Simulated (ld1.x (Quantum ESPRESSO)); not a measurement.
**Ranking TM potentials for vanadium (V)**

All share these settings but for the change named:

```
Element                 : V
Generator               : ld1.x (Quantum ESPRESSO) 7.5
Type                    : norm-conserving Troullier–Martins (Kleinman–Bylander form)
Functional              : PBE
Relativity              : scalar-relativistic
Frozen core             : [Ne]
Valence charge          : 13
Reference configuration : 3s2 3p6 3d3 4s1 4p0 (charge +1)
Partial waves           : 3s (bound): rc 1.00 bohr; 3d (bound): rc 1.80 bohr; 3p (bound): rc 1.25 bohr
Local potential         : the p channel
Core correction         : none
```

Occupied shells without a wave of their own: 4s. They enter only through the test configuration that unscreens the potential.

Test errors are all-electron minus pseudo excitation energies from the reference, over 3s2 3p6 3d3 4s2 4p0; 3s2 3p6 3d3 4s0 4p0; 3s2 3p6 3d2 4s0 4p0; 3s2 3p5 3d3 4s2 4p0; 3s2 3p6 3d3 4s1.5 4p0; 3s2 3p6 3d4 4s0 4p0; 3s2 3p6 3d4 4s1 4p0. None of these files shows a bound ghost.

The base gives 135.8 meV.

Of 6 variants that were run, those that failed, showed a ghost or another fault, or gave nearly equal values are left out.

A variant can come out equal or close to the base, since the largest error may sit in a test that the change hardly touches while other tests move.

(1) Rank these variants by their largest absolute test error, smallest first.
A. wave 3s (bound): rc 1.00 bohr becomes 3s (bound): rc 1.36 bohr
B. all radii scaled by about 1.35 (s 1.36, p 1.68, d 2.44 bohr)
C. wave 3p (bound): rc 1.25 bohr becomes 3p (bound): rc 1.24 bohr

Answers

(1) C (135.8 meV), B (382.3 meV), A (514.2 meV).
